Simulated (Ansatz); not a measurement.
Gas-phase electronic energies from Ansatz, PBE0-D4/def2-TZVP geometries. CCSD(T)/CBS is the MP2 limit (def2-TZVPP, def2-QZVPP) plus CCSD(T) − MP2 in def2-TZVPP, frozen cores. This one scheme is used for every species. Functionals use def2-TZVPP. def2 core potentials past Kr. For Sn outer-core shells are correlated without core-valence functions, which leaves a few kJ/mol of doubt a bond. One conformer a species, not always the lowest.

`[SiH3][NH][SnH3]` + `NN` → `NN[SiH3]` + `[NH2][SnH3]`  (ligand exchange at the Si–N bond)

`[SiH3][NH][SnH3]`:

```xyz
10

Si   -1.385   -0.771   -0.453
N     0.255   -0.300   -0.610
Sn    1.299    0.895    0.648
H    -2.159   -0.564   -1.710
H    -1.968    0.078    0.622
H    -1.570   -2.200   -0.066
H     0.813   -0.748   -1.320
H     2.792    1.184   -0.123
H     1.527    0.103    2.146
H     0.396    2.323    0.867
```

`NN`:

Z-matrix (Å, degrees):
```
N
N 1 1.415
H 1 1.014 2 112.7
H 1 1.011 2 108.2 3 119.7
H 2 1.011 1 108.2 3 89.8
H 2 1.014 1 112.7 3 -29.9
```

`NN[SiH3]`:

```xyz
9

N    -0.914   -1.292    0.332
N     0.294   -0.577    0.435
Si    0.556    0.948   -0.303
H    -1.699   -0.716    0.612
H    -1.060   -1.593   -0.624
H     0.910   -0.973    1.123
H    -0.442    1.969    0.136
H     0.432    0.849   -1.785
H     1.925    1.386    0.075
```

`[NH2][SnH3]`:

Z-matrix (Å, degrees):
```
Sn
N 1 2.032
H 1 1.717 2 113.4
H 1 1.704 2 105.9 3 -120.4
H 1 1.704 2 105.9 3 120.4
H 2 1.012 1 112.9 3 -61.0
H 2 1.012 1 112.9 3 60.8
```

```csv
species,PBE-D4 energy (Eh)
`[SiH3][NH][SnH3]`,-562.55085
`NN`,-111.78403
`NN[SiH3]`,-402.34791
`[NH2][SnH3]`,-271.98279
```

Q: Work out ΔE.

A: ΔE = (-402.34791) + (-271.98279) − (-562.55085) − (-111.78403) = 0.00418 Eh = +11.0 kJ/mol. CCSD(T)/CBS gives +20.3 kJ/mol.

Largest T1 diagnostic among the species: 0.013.

From BLYP to BHLYP (50 % exact exchange), in def2-TZVPP and without D4, ΔE moves by +7.4 kJ/mol. Leaving LDA and LC-ωPBE aside and taking each functional with its dispersion term where it has one, the values, not all of them listed here, spread over 9.0 kJ/mol, from PBE-D4 to BHLYP-D4.
